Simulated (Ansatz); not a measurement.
AgI (SMILES [Ag][I]), singlet, geometry from GFN2-xTB (such geometries of metal compounds can be far from the true shape) (core potentials on Ag, I). Base run: B3LYP/def2-SV(P) (Ansatz, a quantum-chemistry and plane-wave program).

Here is a job for Ansatz.
Ansatz 0.2 input:
```yaml
crystal:
  periodic: [false, false, false]
  atoms:
    - {symbol: Ag, position_ang: [-0.00000000, -0.00000000, -1.36117526]}
    - {symbol: I, position_ang: [0.00000000, 0.00000000, 1.20707995]}
basis:
  gaussian:
    orbitals: def2-SV_P_.json
hamiltonian:
  xc: b3lyp
```
The basis file holds def2-SV(P) in the JSON format of the Basis Set Exchange.

Variants of this job, named by their change:

| change | ΔE vs base (kcal/mol) |
|---|---|
| base | 0.000 |
| forces = on | 0.000 |
| fitting.mean_field = def2-universal-JKFIT | -0.021 |
| lower_state_search = off | 0.000 |
| final_grid = 10, 20, 41 | 0.000 |
| final_grid = 4, 8, 17 | -0.015 |
| final_grid = 14, 28, 59 | 0.000 |
| final_grid = 6, 12, 29 | 0.001 |
| lower_state_search = full | 0.000 |
| accuracy = high | -0.001 |
| lower_state_search = light | 0.000 |
